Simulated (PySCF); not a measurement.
# Nuclear quadrupole coupling in AlEt2(CCH)

Species: AlEt2(CCH), C₆H₁₁Al.
Geometry (PBE0-D3(BJ)/def2-SVP, Å), atoms numbered from 1 in this order:
```xyz
18
C6H11Al angstrom
Al     0.0397    0.0538   -0.0332
C      1.9699    0.0260    0.3178
C      2.4976   -1.1216    1.1790
H      2.2707    1.0041    0.7364
H      2.4541   -0.0012   -0.6794
H      3.5976   -1.1152    1.2595
H      2.1020   -1.0768    2.2066
H      2.2056   -2.1028    0.7729
C     -0.9558    1.6971   -0.4274
C     -2.3390    1.5401   -1.0585
H     -0.3126    2.3483   -1.0488
H     -1.0367    2.2444    0.5331
H     -2.8565    2.5061   -1.1818
H     -2.2817    1.0765   -2.0564
H     -2.9933    0.8934   -0.4526
C     -0.9085   -1.6223   -0.0020
C     -1.4952   -2.6950    0.0036
H     -2.0141   -3.6379    0.0091
```

Field gradients from the PBE0/pcSseg-1 (pcSseg-2 on Al) density (PySCF, non-relativistic), principal values in atomic units, ordered |Vxx| ≤ |Vyy| ≤ |Vzz|:

| atom | Vxx | Vyy | Vzz |
| --- | --- | --- | --- |
| Al1 | -0.4972 | -0.9207 | 1.4180 |

Find the asymmetry η = (Vxx − Vyy)/Vzz and the couplings χ = eQV/h (234.96 MHz × Q in barn × V in au), with Q(27Al) = 0.1466 b.

```
atom              environment  nucleus     η  χzz (MHz)  χxx (MHz)  χyy (MHz)
 Al1  aluminium bonded to 3 C     27Al  0.30      48.84     -17.13     -31.71
```

The tensor is traceless: Vxx + Vyy + Vzz = 0.

What is Vzz at Al1 in SI units (1 au = 9.71736 × 10²¹ V/m²)?

1.4180 au = 13.779 × 10²¹ V/m².

And the gradient at the other heavy atoms, for which no coupling is worked out here?

```json
{"atom": "C2", "environment": "carbon bonded to Al, C and 2 H", "Vzz (au)": "-0.189", "η": "0.21"}
{"atom": "C3", "environment": "carbon bonded to C and 3 H", "Vzz (au)": "0.070", "η": "0.23"}
{"atom": "C9", "environment": "carbon bonded to Al, C and 2 H", "Vzz (au)": "-0.188", "η": "0.16"}
{"atom": "C10", "environment": "carbon bonded to C and 3 H", "Vzz (au)": "0.070", "η": "0.15"}
{"atom": "C16", "environment": "carbon bonded to Al and C", "Vzz (au)": "-0.448", "η": "0.03"}
{"atom": "C17", "environment": "carbon bonded to C and H", "Vzz (au)": "-0.369", "η": "0.29"}
```

Were the hydrogens deuterons (Q(2H) = 0.00286 b), χzz would run from 193 kHz (H5 and H12) to 228 kHz (H18).

Geometry: PBE0-D3(BJ)/def2-SVP, one conformer, isolated molecule. With so small a basis the couplings can be 20 % off.
